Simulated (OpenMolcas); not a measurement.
**Si: Slater's ratio, thermal populations, worked from levels**

- Program: OpenMolcas
- Basis: ANO-R2 [5s4p3d1f]
- Scalar Hamiltonian: X2C, finite nucleus
- Active space: 4 electrons in 9 orbitals (RAS2 3s 3p; RAS3 3d, at most 2 electrons)
- State averaging: 2S+1 = 3 even, 3 roots; 2S+1 = 1 even, 6 roots; 2S+1 = 5 odd, 1 root; 2S+1 = 3 odd, 8 roots; 2S+1 = 1 odd, 5 roots
- Spin-orbit coupling: RASSI with atomic mean-field integrals over the reference wave functions, term energies averaged over their components

Methods: RASSCF; SS-RASPT2, IPEA 0.25 Eh, imaginary shift 0.1 Eh (closed shells correlated: 2s 2p). Measured levels: NIST Handbook of Basic Atomic Spectroscopic Data.

**Slater's ratio.** With one set of orbitals, p2 has ¹D - ³P = 6 F2 and ¹S - ¹D = 9 F2 (F2 = F²/25), a ratio of 3/2. Term energies are centres of gravity, weighted by 2J + 1.

| Source | ¹D - ³P | ¹S - ³P | F2 from the first | Ratio |
| --- | --- | --- | --- | --- |
| RASSCF | 8592 | 19448 | 1432 | 1.264 |
| SS-RASPT2 | 6773 | 16559 | 1129 | 1.445 |
| measured | 6149 | 15245 | 1025 | 1.479 |

Energies in cm-1. A ratio away from 3/2 shows effects beyond one configuration with one set of orbitals, and in heavier atoms second-order spin-orbit shifts.

**Thermal populations.** Z = Σ (2J + 1) exp(-E/kT) with k = 0.695035 cm-1/K, over the levels below. No other level of either list lies under 39600 cm-1, which is above 7 kT at each temperature.

```json
{"Level": "3s² 3p² ³P₀", "2J + 1": "1", "SS-RASPT2": "0.0", "measured": "0.0"}
{"Level": "3s² 3p² ³P₁", "2J + 1": "3", "SS-RASPT2": "67.0", "measured": "77.1"}
{"Level": "3s² 3p² ³P₂", "2J + 1": "5", "SS-RASPT2": "196", "measured": "223"}
{"Level": "3s² 3p² ¹D₂", "2J + 1": "5", "SS-RASPT2": "6900", "measured": "6299"}
{"Level": "3s² 3p² ¹S₀", "2J + 1": "1", "SS-RASPT2": "16690", "measured": "15394"}
{"Level": "3s 3p³ ⁵S°₂", "2J + 1": "5", "SS-RASPT2": "31580", "measured": "33326"}
```

| T (K) | Z, SS-RASPT2 | Z, measured levels | Ground level (%), SS-RASPT2 | Ground level (%), measured levels |
| --- | --- | --- | --- | --- |
| 3000 | 8.640 | 8.628 | 11.6 | 11.6 |
| 5000 | 9.364 | 9.452 | 10.7 | 10.6 |
| 8000 | 10.303 | 10.448 | 9.7 | 9.6 |

At 8000 K, kT = 5560 cm-1, and the computed levels give Z = 1.000 + 2.964 + 4.827 + 1.446 + 0.050 + 0.017 = 10.303.

CASPT2 does not keep the components of a term degenerate, so their means are used; among the terms shown or strongly mixed into the levels shown the widest spread is 15 cm-1 (3s² 3p² ¹D, SS-RASPT2). The run also gave levels led by 3s² 3p 3d, which use shells meant for correlation; these and all levels above them are left out. Some terms mix strongly with configurations of 3d, whose occupation reaches 0.24 (3s 3p³ ³D°, 3s 3p³ ³P°). Without dynamic correlation excited terms often stand tens of per cent too high (terms of higher spin than the ground term too low), and those without a measured partner can miss by more than the paired ones (holds for RASSCF). Measured partners are found by configuration, term and J. A level has none where our copy of the source lacks it or the pairing is in doubt (some pairs that miss far off the trend of their configuration count as doubtful), and it then counts in no deviation. Only configurations of the active space appear.

° marks odd parity.
